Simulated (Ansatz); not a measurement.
A search over several starts for the lowest SCF solution of Ge₂TeH₆⁺, that is Te(GeH3)2 with one electron fewer at the given spin, in a small basis.

```yaml
crystal:
  periodic: [false, false, false]
  atoms:
    - {symbol: Te, position_ang: [0.002837, 0.017023, -1.846086]}
    - {symbol: Ge, position_ang: [1.839227, -0.004520, -0.025840]}
    - {symbol: H, position_ang: [1.687430, 1.228291, 0.904397]}
    - {symbol: H, position_ang: [3.200657, 0.049365, -0.763158]}
    - {symbol: H, position_ang: [1.740304, -1.301773, 0.820298]}
    - {symbol: Ge, position_ang: [-1.839377, 0.006662, -0.031525]}
    - {symbol: H, position_ang: [-3.195239, -0.122363, -0.769849]}
    - {symbol: H, position_ang: [-1.801489, 1.325085, 0.786547]}
    - {symbol: H, position_ang: [-1.634351, -1.197779, 0.925216]}
basis:
  gaussian: {orbitals: def2-SVP}
total_charge: 1
magnetization: {spin_polarized: true, initial_magnetization: 1}
hamiltonian: {xc: pbe0, dispersion: d4}
output: {orbitals: {seedname: orbitals}}
```

```sh
$ ansatz run in.yaml --threads 4 --pin off --events-out ev --progress --plain --max-ram 3916MiB
```

Shortened log:

```
Functional definition: PBE0
1271 factors; integrals over basis functions are off by at most 1.2e-3 eV
mean field evaluation 1: about -120390.7541 eV, gradient 1.2e1 eV
mean field evaluation 2: about -120390.8242 eV, gradient 1.0e1 eV
mean field evaluation 4: about -120391.6797 eV, gradient 6.9e-1 eV
mean field evaluation 8: about -120391.7307 eV, gradient 5.6e-2 eV
mean field evaluation 16: about -120391.7308 eV, gradient 7.3e-5 eV
mean field -120391.73075371 eV, -4424.3145007527 hartree, gradient 7.3e-5 eV, S^2 0.754061; 0 other end points of the search recorded, 0 dependent functions left out
reference -120391.73078243 eV, -4424.3145018083 hartree; 47, 46 occupied and 73, 74 virtual orbitals, 1271 factors
Total energy: -120391.90724351 eV, -4424.3209866334 hartree
```

Hardware: 4 threads of INTEL XEON PLATINUM 8581C on a shared host. Wall time 1.9 s.

In the def2 sets Te takes a core potential; there is no spin–orbit coupling.
